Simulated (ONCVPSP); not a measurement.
## Ni, ONCV: configuration errors across variants

```json
{
  "Element": "Ni (Z = 28)",
  "Generator": "ONCVPSP 4.0.1",
  "Type": "optimised norm-conserving Vanderbilt (ONCV)",
  "Functional": "PBE",
  "Relativity": "scalar-relativistic",
  "Frozen core": "[Ne]",
  "Valence charge": "18",
  "Reference configuration": "3s2 3p6 3d8 4s1 (charge +1)",
  "Partial waves": "3s+4s: rc 1.15 bohr, ncon 3, nbas 7, qcut 8.4 1/bohr, 2 projectors; 3p: rc 0.75 bohr, ncon 3, nbas 6, qcut 12.3 1/bohr, 2 projectors, debl 2.2 Ha; 3d: rc 1.45 bohr, ncon 4, nbas 8, qcut 10.7 1/bohr, 2 projectors, debl 0.9 Ha",
  "Local potential": "polynomial inside 0.50 bohr (lpopt 5, dvloc0 0 Ha)",
  "Core correction": "polynomial model core, fcfact 0.3"
}
```

In the p channel the program set the typed energies aside and used -2.959, 0.250 Ha.

All-electron excitation energies from the reference (eV): (1) 3s2 3p6 3d8 4s2 -9.323; (2) 3s2 3p6 3d8 4s0 17.351; (3) 3s2 3p6 3d7 4s0 54.817; (4) 3s2 3p6 3d9 4s0 -3.004.

Errors AE − PS in meV (a dash: test not solved or not reliable):

```csv
change,(1),(2),(3),(4),bound ghosts,GHOST(+) flags above zero
base,+2.1,+0.5,+33,+28,none,s
d: rc 1.02,+1.2,-0.7,+2.2,+4.8,none,s
d: rc 1.26,+1.6,-0.1,+16,+14,none,s
d: rc 1.42,+2.0,+0.5,+30,+26,none,s
d: rc 1.74,+2.6,+0.2,+75,+64,none,s
d: rc 1.96,+2.3,-2.8,+122,+106,none,s
d: rc 2.08,+1.9,-5.1,+146,+127,none,s
```

(1) Give the same row for: d: rc 1.58.

Results:

(1) +2.4, +0.7, +50, +43; bound ghosts: none; GHOST(+) flags above zero: s.
